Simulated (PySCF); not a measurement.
## F⁺ (fluorine, charge +1): UHF calculation

Configuration: [He] 2s1 2p4 3s1, high-spin 5P determinant (an excited configuration). Computed with PySCF 2.14 in aug-cc-pVQZ, with the non-relativistic Hamiltonian (point nucleus).

```json
{
  "Total energy": "-97.386430 hartree",
  "One-electron energy": "-128.5338 hartree",
  "Hartree (Coulomb) energy": "40.5123 hartree",
  "Exchange energy": "-9.3649 hartree",
  "Kinetic energy": "97.42397 hartree",
  "⟨S²⟩": "6.0028",
  "⟨L²⟩": "2.007",
  "Sum of ⟨r⟩": "8.012 bohr",
  "Sum of ⟨r²⟩": "16.23 bohr²",
  "Traceless quadrupole moment −½Σ⟨3z² − r²⟩ along its main axis": "-0.268 e·bohr²",
  "Density at the nucleus (Gaussians lack the cusp)": "433 bohr⁻³",
  "Spin density at the nucleus": "15.1 bohr⁻³",
  "Langevin diamagnetic susceptibility": "-12.9 ×10⁻⁶ cm³/mol"
}
```

```
shell  electrons  mean orbital energy (eV)  spread (eV)  rms radius, mean of both spins (bohr)
 1s α          1                   -756.32            0                                  0.204
 1s β          1                   -749.93            0                                  0.204
 2s α          1                   -78.890            0                                  0.980
 2p α          3                   -54.010        3.304                                   1.01
 2p β          1                   -42.575            0                                   1.01
 3s α          1                   -12.715            0                                   3.33
```

The outer electron is Rydberg-like, and this basis confines it to a smaller radius and binds it less than a complete one would.

Spin-orbit constants ζ (cm⁻¹) from the X2C one-electron operator on these orbitals (non-relativistic here): bare nucleus, nucleus screened by l(l+1)(2l+1)/3 electrons, and screened by the Breit-Pauli mean field of the electrons.

```json
{"shell": "2p", "bare": "530.9", "screened nucleus": "412.9", "mean field": "364.8"}
```

To first order the Landé constant is A = -91.19 cm⁻¹, so the lowest level has J = 3 and lies 0.0226 eV below the centre of the term. This holds in LS coupling only.
